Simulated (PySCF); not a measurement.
## Dipole response of Fe (iron, neutral)

[Ar] 3d6 4s1 4p1, one real determinant (an excited configuration). All numbers are calculated (PySCF 2.14, scalar relativity by spin-free X2C-1e, in x2c-TZVPPall with one added diffuse shell each of s, p, d, f type (7s6p5d3f1g, 80 functions)). Coupled (time-dependent) response in atomic units; α is the mean over directions.

```tsv
method	mean α (bohr³)	α xx, yy, zz	C₆ (like pair)	S(−4)
UHF	79.85	71.23, 71.23, 97.09	761.5	3912
PBE	85.92	68.19, 68.19, 121.4	801.7	5877
PBE0	82.16	67.57, 67.57, 111.3	768.0	4886
```

S(−4) is the Cauchy moment in α(ω) = α(0) + S(−4) ω² + …

α(iu) at UHF:

```tsv
u (hartree)	α(iu) (bohr³)
0	79.85
0.0500	71.35
0.100	55.08
0.200	30.76
0.300	18.90
0.500	9.470
0.750	5.432
1.00	3.700
1.50	2.185
2.00	1.506
3.00	0.8754
5.00	0.4122
```

The components differ because the open shell of this determinant is not spherical; for a pure term their mean is the scalar polarisability.

⟨L²⟩ = 8.06 against 12 for a pure F term, so this real determinant mixes terms.
